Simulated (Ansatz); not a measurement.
Job for Ansatz (a program for electronic structure): R-B97M-V/def2-TZVPPD on C2H10Si (a complex). Files ending in .json are basis or fitting sets from the Basis Set Exchange.

Ansatz 0.2 input:
```yaml
crystal:
  periodic: [false, false, false]
  atoms:
    - {symbol: C, position_ang: [-0.08193111, 0.00140635, -0.31312880]}
    - {symbol: H, position_ang: [-1.03739562, -0.09533839, 0.20060159]}
    - {symbol: H, position_ang: [0.30176182, 1.01278211, -0.18486414]}
    - {symbol: H, position_ang: [0.62756166, -0.71108372, 0.10463248]}
    - {symbol: H, position_ang: [-0.21933825, -0.20103873, -1.37433529]}
    - {symbol: C, position_ang: [-0.17651705, 1.26543430, 3.41523874]}
    - {symbol: Si, position_ang: [0.16590871, -0.57482940, 3.53435477]}
    - {symbol: H, position_ang: [-0.29913908, 1.57076940, 2.37528229]}
    - {symbol: H, position_ang: [0.64514584, 1.84223730, 3.84365284]}
    - {symbol: H, position_ang: [-1.08882893, 1.52561583, 3.95509227]}
    - {symbol: H, position_ang: [-0.94981603, -1.35546503, 2.94694741]}
    - {symbol: H, position_ang: [0.32279958, -0.98310844, 4.95217770]}
    - {symbol: H, position_ang: [1.41172018, -0.92529672, 2.81039217]}
basis:
  gaussian:
    orbitals: def2-TZVPPD.json
hamiltonian:
  xc: {name: B97M-V}
scf: {lower_state_search: off}
```

The head of its log:

```
WARN ansatz: RAYON_NUM_THREADS=1 ignored (pool sized by the plan → 1); use --threads N
Functional definition: B97M-V
these checks for a lower state are left out or cut short: stability, starts, cluster_reference, orbital_swaps, neighbouring_geometries, increment
integrals: 0.22 GiB planned
1243 factors; their error is unknown
mean field: 1.70 GiB planned
mean field evaluation 1: about -10103.2113 eV, gradient 6.9e1 eV
mean field evaluation 2: about -10095.1822 eV, gradient 8.2e1 eV
```

Problem. Predict the final total energy.

Solution. -371.6894 hartree.
